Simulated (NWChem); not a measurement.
**Basis-set convergence for Cl2Pb**

```xyz
3

Pb     0.0000     0.0000    -0.4658
Cl     1.9363     0.0000     1.1233
Cl    -1.9363     0.0000     1.1233
```
Charge 0, spin multiplicity 1.

Everything below was run with NWChem. The geometry was optimised at B3LYP/def2-SVP with def2 effective core potentials on Pb, a minimum by its harmonic frequencies.

Quantity: dipole moment at the level B3LYP.

Effective core potentials replace the inner electrons of Pb; spin-orbit coupling is left out. B3LYP has NWChem's definition, with VWN1-RPA local correlation. The structure started from a generated list of species.

```tsv
basis	functions	dipole moment (D)
def2-SVP	62	?
def2-SVPD	86	?
def2-TZVP	124	4.70
def2-TZVPP	134	4.69
def2-TZVPD	148	4.70
def2-QZVP	222	4.70
```

**Question.** Fill in the missing entries.

**Answer.** 
- def2-SVP, dipole moment (D): 4.35
- def2-SVPD, dipole moment (D): 4.78
